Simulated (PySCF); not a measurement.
Excited states between 380 and 750 nm. Vertical TDDFT excitations of isolated species (PySCF; the level stands beside each; core orbitals frozen in the response), one conformer each, no solvent. Ions are computed without counter-ions or solvent.

1. `CC(C)C=C=CC#N`
2. `F/C([SiH3])=P\c1ccsc1`
3. `c1cscp1`
4. `c1cnc(cc1)CC`
5. `[H]\N=C/C=C/C=C/C=C`
6. `C=N[Si@@H]1CC(C#N)=N1`
7. `[CH2+]c1cccc(F)c1`
8. `C/N=C\[C@H]1CC[SiH2]1`

**Question.** For which of them does the calculation put a singlet between 380 and 750 nm?

**Answer.** 7.

1. (B3LYP/def2-SVPD on a GFN2-xTB geometry) 241 nm (f 0.000); 211 nm (f 0.001); 202 nm (f 0.419); 190 nm (f 0.000); 177 nm (f 0.003).
2. (CAM-B3LYP/def2-SVPD on a GFN2-xTB geometry) 289 nm (f 0.003); 242 nm (f 0.186); 239 nm (f 0.115); 223 nm (f 0.041); 216 nm (f 0.081).
3. (CAM-B3LYP/def2-SVPD on a GFN2-xTB geometry) 245 nm (f 0.117); 230 nm (f 0.021); 229 nm (f 0.007); 210 nm (f 0.001); 195 nm (f 0.177).
4. (PBE0/def2-SVPD on a GFN2-xTB geometry) 254 nm (f 0.004); 239 nm (f 0.000); 223 nm (f 0.059); 197 nm (f 0.082); 175 nm (f 0.007).
5. (PBE0/def2-SVPD on a GFN2-xTB geometry) 312 nm (f 0.001); 290 nm (f 1.383); 230 nm (f 0.025); 200 nm (f 0.000); 198 nm (f 0.002).
6. (PBE0/def2-SVPD on a GFN2-xTB geometry) 359 nm (f 0.001); 309 nm (f 0.000); 259 nm (f 0.037); 242 nm (f 0.001); 230 nm (f 0.002). No computed singlet lies in the visible range (380 to 750 nm); the lowest, at 359 nm, stands 0.19 eV above its violet end (3.26 eV); a Tamm–Dancoff triplet lies at 430 nm, without intensity as long as spin–orbit coupling is left out.
7. (wB97X-D/def2-SVPD on a GFN2-xTB geometry) 421 nm (f 0.034); 264 nm (f 0.347); 247 nm (f 0.000); 224 nm (f 0.000); 199 nm (f 0.000). S1 lies in the visible range (380 to 750 nm), at 421 nm, f = 0.034; light of that wavelength is violet, and its complementary colour is yellow-green; a Tamm–Dancoff triplet lies at 688 nm, without intensity as long as spin–orbit coupling is left out.
8. (wB97X-D/def2-SVPD on a GFN2-xTB geometry) 254 nm (f 0.002); 197 nm (f 0.043); 186 nm (f 0.132); 180 nm (f 0.034); 176 nm (f 0.109).
